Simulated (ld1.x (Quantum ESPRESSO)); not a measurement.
# Logarithmic derivatives: antimony, TM

* Element: Sb
* Generator: ld1.x (Quantum ESPRESSO) 7.5
* Type: norm-conserving Troullier–Martins (Kleinman–Bylander form)
* Functional: PBE
* Relativity: fully relativistic
* Frozen core: [Kr] 4d10
* Valence charge: 5
* Reference configuration: 5s1.5 5p3.5
* Partial waves: 5s (bound): rc 1.85 bohr; 5d channel at 0.25 Ry: rc 2.26 bohr; 5p (bound): rc 2.00 bohr
* Local potential: the p channel
* Core correction: none

Open shells are filled in proportion to 2j + 1 (rel_dist='average').

The phase is arctan(r·u′/u) with u = r·R(r), unwrapped; energies in Ry, scanned from -3 to 5 Ry. A pole is an energy at which the radial function vanishes at the test radius. The pseudo phase is shifted by a multiple of π to meet the all-electron one at the reference energy, and phase errors are pseudo minus all-electron; the curves can meet again beyond the range given. Levels narrower than the energy grid can be missing from the lists of poles.

**Question.** For each channel, where are the poles, and over which energies does the pseudopotential scatter like the atom?

**Answer.**

| channel | radius (bohr) | reference energy (Ry) | poles, all-electron | poles, pseudo | unbroken range about the reference energy with phases within 0.05 rad | phase error 1 Ry above the reference energy (rad) |
| --- | --- | --- | --- | --- | --- | --- |
| s | 2.46 | -0.97 | 0.61 | 0.42, 2.81 | below 0.8 | -0.014 |
| p1/2 | 2.46 | -0.41 | 1.84 | 1.88 | not even at the reference energy | +0.035 |
| p3/2 | 2.46 | -0.36 | 2.10 | 1.88 | not even at the reference energy | -0.026 |
| d3/2 | 2.46 | 0.25 | -2.50, 4.47 | 3.89 | -2.0 to 1.0 | -0.107 |
| d5/2 | 2.46 | 0.25 | -2.40, 4.54 | 3.89 | -1.9 to 1.0 | -0.118 |

Note: ghost states, extra bound levels that the all-electron valence spectrum of the same l lacks: d3/2 at -605.9 eV, d5/2 at -398.7 eV. A true bound ghost makes a file unfit for plane-wave use. The potential misses its own reference levels by up to 0.4 eV.

Phases in the p1/2 channel:

| E (Ry) | all-electron | pseudo |
| --- | --- | --- |
| -3.00 | 1.280 | 1.281 |
| -2.52 | 1.238 | 1.240 |
| -2.04 | 1.173 | 1.178 |
| -1.56 | 1.059 | 1.072 |
| -1.08 | 0.815 | 0.857 |
| -0.60 | 0.152 | 0.294 |
| -0.12 | -0.821 | -0.693 |
| 0.36 | -1.242 | -1.190 |
| 0.84 | -1.413 | -1.389 |
| 1.32 | -1.505 | -1.493 |
| 1.80 | -1.566 | -1.562 |
| 2.28 | -1.613 | -1.616 |
| 2.76 | -1.654 | -1.665 |
| 3.24 | -1.695 | -1.719 |
| 3.72 | -1.740 | -1.789 |
| 4.20 | -1.796 | -1.902 |
| 4.68 | -1.875 | -2.149 |
